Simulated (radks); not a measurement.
Results of a calculation; reference values are marked as such.
The nuclear charge of the terbium ion Tb2+ is varied continuously with 63 electrons held in [Xe] 4f9. Level of theory: Dirac Kohn-Sham, PBEsol, spin-unpolarised, spherical densities, point nucleus; open shells fill j = l - 1/2 first (a radial shooting solver on a logarithmic mesh with Libxc functionals). By the Hellmann-Feynman theorem dE/dZ = E(electron-nucleus)/Z, the electronic potential at the nucleus.

Z = 64.5: E (hartree) -11493.9786; E(electron-nucleus)/Z (hartree) -438.212; HOMO 4f7/2; e(HOMO) (eV) -8.938; <r> HOMO (bohr) 0.9742
Z = 64.75: E (hartree) -11603.8481; E(electron-nucleus)/Z (hartree) -440.744; HOMO 4f7/2; e(HOMO) (eV) -12.494; <r> HOMO (bohr) 0.9355
Z = 65: E (hartree) -11714.3503; E(electron-nucleus)/Z (hartree) -443.274; HOMO 4f7/2; e(HOMO) (eV) -16.351; <r> HOMO (bohr) 0.9039
Z = 65.25: E (hartree) -11825.4849; E(electron-nucleus)/Z (hartree) -445.803; HOMO 4f7/2; e(HOMO) (eV) -20.465; <r> HOMO (bohr) 0.8769
Z = 65.5: E (hartree) -11937.2520; E(electron-nucleus)/Z (hartree) -448.334; HOMO 4f7/2; e(HOMO) (eV) -24.812; <r> HOMO (bohr) 0.8532
Z = 65.75: E (hartree) -12049.6519; E(electron-nucleus)/Z (hartree) -450.866; HOMO 4f7/2; e(HOMO) (eV) -29.372; <r> HOMO (bohr) 0.8320
Z = 66: E (hartree) -12162.6851; E(electron-nucleus)/Z (hartree) -453.400; HOMO 4f7/2; e(HOMO) (eV) -34.131; <r> HOMO (bohr) 0.8127

The central difference of E at Z = 65 is -443.274 hartree, to compare with the third column; the second derivative is -10.1 hartree.
